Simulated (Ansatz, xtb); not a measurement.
Relative energy of two isomers of C3H3BCl2

We compare a, `C#CCB(Cl)Cl`, a singlet, with b, `ClB(Cl)C1C=C1`, a singlet. Both are isolated molecules in the gas phase, relaxed with PBE-D3(BJ)/def2-SVP; the shapes shown needn't be the lowest conformers.

a (Å):

```xyz
9

C     0.7374    1.8499   -0.1147
C    -0.0789    0.9411   -0.1834
C    -1.0098   -0.1839   -0.2056
B    -0.4642   -1.2045    0.8791
Cl   -0.9830   -1.0897    2.5549
Cl    0.7017   -2.4427    0.4345
H     1.4483    2.6624   -0.0683
H    -1.0337   -0.6484   -1.2141
H    -2.0363    0.1563    0.0472
```

b (Å):

```yaml
atoms:
  - { symbol: C, position_ang: [-1.5943, 2.3330, -0.4535] }
  - { symbol: C, position_ang: [-1.6594, 1.0328, -1.2778] }
  - { symbol: C, position_ang: [-0.5042, 1.2840, -0.7460] }
  - { symbol: B, position_ang: [-1.5697, 3.7144, -1.1585] }
  - { symbol: Cl, position_ang: [-2.2438, 5.1412, -0.3658] }
  - { symbol: Cl, position_ang: [-0.8685, 3.9016, -2.7709] }
  - { symbol: H, position_ang: [-2.0555, 2.3162, 0.5565] }
  - { symbol: H, position_ang: [-2.3381, 0.4268, -1.8842] }
  - { symbol: H, position_ang: [0.5479, 1.0546, -0.5557] }
```

Task: Estimate E(b) − E(a) at the level CCSD(T)/def2-SVP + ΔMP2/def2-TZVPP.

Result: Calculated at CCSD(T)/def2-SVP + ΔMP2/def2-TZVPP: E(b) − E(a) = +72.6 kJ/mol, so structure a lies lower.

The same difference at several levels:

```json
{"level": "PBE-D3(BJ)/def2-SVP", "geometry": "PBE-D3(BJ)/def2-SVP", "E(b) − E(a) (kJ/mol)": "+45.9", "departure from the last row (kJ/mol)": "−26.8", "job, with rough time for the two": "optimisation, 67 s"}
{"level": "HF/def2-SVP", "geometry": "PBE-D3(BJ)/def2-SVP", "E(b) − E(a) (kJ/mol)": "+80.8", "departure from the last row (kJ/mol)": "+8.1", "job, with rough time for the two": "part of the CCSD(T) run"}
{"level": "MP2/def2-SVP", "geometry": "PBE-D3(BJ)/def2-SVP", "E(b) − E(a) (kJ/mol)": "+68.4", "departure from the last row (kJ/mol)": "−4.2", "job, with rough time for the two": "part of the CCSD(T) run"}
{"level": "CCSD(T)/def2-SVP", "geometry": "PBE-D3(BJ)/def2-SVP", "E(b) − E(a) (kJ/mol)": "+68.0", "departure from the last row (kJ/mol)": "−4.7", "job, with rough time for the two": "single point"}
{"level": "CCSD(T)/def2-SVP + ΔMP2/def2-TZVPP", "geometry": "PBE-D3(BJ)/def2-SVP", "E(b) − E(a) (kJ/mol)": "+72.6", "departure from the last row (kJ/mol)": "", "job, with rough time for the two": "single point, 40 s"}
```

As drawn, b has 1 C–C, 1 C=C in place of 1 C≡C. Structure a has no ring, b a 3-membered ring.

The levels shown agree on the order. The largest departure from CCSD(T)/def2-SVP + ΔMP2/def2-TZVPP is that of PBE-D3(BJ)/def2-SVP, 26.8 kJ/mol. Levels run at GFN2-xTB geometries aren't shown. The last row adds to CCSD(T) the change of the MP2 difference between the two basis sets, here +4.7 kJ/mol.

With harmonic frequencies from PBE-D3(BJ)/def2-SVP (ideal gas, rigid rotor, one conformer each, 298.15 K, 1 atm): on the last row, ΔE + ΔZPE = +72.8 kJ/mol. A mode under 50 cm⁻¹ makes harmonic enthalpies and free energies unreliable, so none is given.

The correlated steps freeze 14 core orbitals. Codes used: Ansatz 0.2.0; the last row on 2 threads of Intel(R) Xeon(R) Processor @ 2.70GHz on a shared host.
